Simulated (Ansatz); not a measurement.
Al2Ru2 (the lowest singlet isomer of a short search), 4 atoms. Hardware: 4 threads of Arm Neoverse V1 on a shared host.

In the def2 sets Ru takes a core potential; there is no spin–orbit coupling.

(1) How many basis functions does each of these Ansatz runs have, and roughly what does it cost? ωB97X-V/def2-TZVP, charge 0 singlet, energy and forces, from earlier orbitals; PBE-D4/def2-SVP, charge 0 singlet, energy, from earlier orbitals; PBE0-D4/def2-TZVP, charge 1 doublet at the geometry of the charge 0 singlet, energy, from earlier orbitals; PBE0-D4/def2-TZVP, charge 0 unrestricted singlet, energy, from earlier orbitals; PBE-D4/def2-TZVP, charge 0 quintet, energy, from earlier orbitals; ωB97M-V/def2-TZVP, charge 0 triplet, energy, from earlier orbitals; PBE0-D4/def2-SVP, charge 0 singlet, energy with a search over starts; r2SCANh-D4/def2-TZVP, charge 0 quintet, energy, from earlier orbitals; BLYP-D4/def2-TZVP, charge 0 singlet, energy, from earlier orbitals; HF/def2-TZVP, charge 0 triplet, energy, from earlier orbitals; HF/def2-TZVP, charge 0 singlet, energy, from earlier orbitals; BLYP-D4/def2-TZVP, charge 0 triplet, energy, from earlier orbitals.

Results:

(1) Other jobs shared the machine, so times can vary by a factor of up to 3. A dash marks memory too small to be measured apart from the calling script's.

```csv
run,functions,fitting or Cholesky vectors,wall time,peak host memory (GiB)
"PBE-D4/def2-SVP, charge 0 singlet, energy, from earlier orbitals",98,984,2.4 s,–
"BLYP-D4/def2-TZVP, charge 0 singlet, energy, from earlier orbitals",154,1226,3.2 s,–
"PBE-D4/def2-TZVP, charge 0 quintet, energy, from earlier orbitals",154,1226,4.2 s,–
"HF/def2-TZVP, charge 0 singlet, energy, from earlier orbitals",154,1588,4.4 s,–
"PBE0-D4/def2-SVP, charge 0 singlet, energy with a search over starts",98,980,5.5 s,–
"BLYP-D4/def2-TZVP, charge 0 triplet, energy, from earlier orbitals",154,1226,9.5 s,–
"PBE0-D4/def2-TZVP, charge 1 doublet at the geometry of the charge 0 singlet, energy, from earlier orbitals",154,1314,14 s,0.77
"HF/def2-TZVP, charge 0 triplet, energy, from earlier orbitals",154,1588,15 s,0.72
"ωB97X-V/def2-TZVP, charge 0 singlet, energy and forces, from earlier orbitals",154,1248,27 s,0.67
"r2SCANh-D4/def2-TZVP, charge 0 quintet, energy, from earlier orbitals",154,1226,28 s,0.85
"PBE0-D4/def2-TZVP, charge 0 unrestricted singlet, energy, from earlier orbitals",154,1314,68 s,0.78
"ωB97M-V/def2-TZVP, charge 0 triplet, energy, from earlier orbitals",154,1248,73 s,1.1
```
